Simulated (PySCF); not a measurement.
**Field gradients at the hydrogen positions**

Compound: C₄H₈F₂O₂.
Atom-mapped SMILES: `[CH3:1][O:2][CH2:3][C:4]([F:5])([F:6])[O:7][CH3:8]` (hydrogens: H9, H10, H11 on C1; H12, H13 on C3; H14, H15, H16 on C8)

Structure used (GFN2-xTB), in Å, numbered top down from 1:
```xyz
16
C4H8F2O2 angstrom
C     -2.601    0.237   -0.174
O     -1.805   -0.786   -0.740
C     -0.637   -1.074   -0.043
C      0.445    0.020   -0.126
F      0.418    0.642   -1.340
F      0.167    1.043    0.754
O      1.646   -0.516    0.133
C      2.754    0.390    0.090
H     -3.519    0.253   -0.756
H     -2.830    0.017    0.875
H     -2.116    1.214   -0.237
H     -0.214   -1.974   -0.496
H     -0.824   -1.253    1.026
H      3.623   -0.209    0.345
H      2.864    0.812   -0.911
H      2.620    1.192    0.819
```

Level: PBE0/pcSseg-1 (PySCF, non-relativistic); Q(2H) = 0.00286 b; rigid geometry, the same for H and D, with no vibrational averaging.

Question: Rank these positions by the coupling χzz of a deuteron there, largest first.
A. H13 (methylene hydrogen)
B. H9 (methyl hydrogen)
C. H16 (methyl hydrogen)

Answer: B (207 kHz), C (198 kHz), A (187 kHz).

Give the electric field gradient Vzz (the principal value of largest size), its asymmetry and the 2H coupling at each hydrogen.

```json
{"atom": "H9", "bonded to": "C1", "bond length (Å)": "1.088", "Vzz (au)": "0.3074", "η": "0.07", "χzz (kHz)": "207"}
{"atom": "H10", "bonded to": "C1", "bond length (Å)": "1.096", "Vzz (au)": "0.2919", "η": "0.09", "χzz (kHz)": "196"}
{"atom": "H11", "bonded to": "C1", "bond length (Å)": "1.093", "Vzz (au)": "0.2921", "η": "0.09", "χzz (kHz)": "196"}
{"atom": "H12", "bonded to": "C3", "bond length (Å)": "1.092", "Vzz (au)": "0.2927", "η": "0.05", "χzz (kHz)": "197"}
{"atom": "H13", "bonded to": "C3", "bond length (Å)": "1.100", "Vzz (au)": "0.2788", "η": "0.07", "χzz (kHz)": "187"}
{"atom": "H14", "bonded to": "C8", "bond length (Å)": "1.086", "Vzz (au)": "0.3081", "η": "0.08", "χzz (kHz)": "207"}
{"atom": "H15", "bonded to": "C8", "bond length (Å)": "1.092", "Vzz (au)": "0.2944", "η": "0.08", "χzz (kHz)": "198"}
{"atom": "H16", "bonded to": "C8", "bond length (Å)": "1.092", "Vzz (au)": "0.2943", "η": "0.08", "χzz (kHz)": "198"}
```

How does χzz go with the bond length over the 8 C–H bonds?

A straight-line fit has a slope of -13.7 kHz for each 0.01 Å, with a correlation coefficient of -0.96, over lengths from 1.086 to 1.100 Å. The longer bonds have the smaller couplings here.

Give the 2H NMR doublet splittings at H13 for a magnetic field along the z, y and x axes of the gradient: 3χ/2, 3χ(1 + η)/4, 3χ(1 − η)/4.

With |χ| = 187.4 kHz and η = 0.066: 281, 150 and 131 kHz, to first order and without motion.

The structure is a single GFN2-xTB conformer in the gas phase; no vibrational or solvent corrections. GFN2-xTB bond lengths can be off by several hundredths of an ångström, more for odd bonds, and the gradients follow them. The small basis limits the accuracy of the gradients.
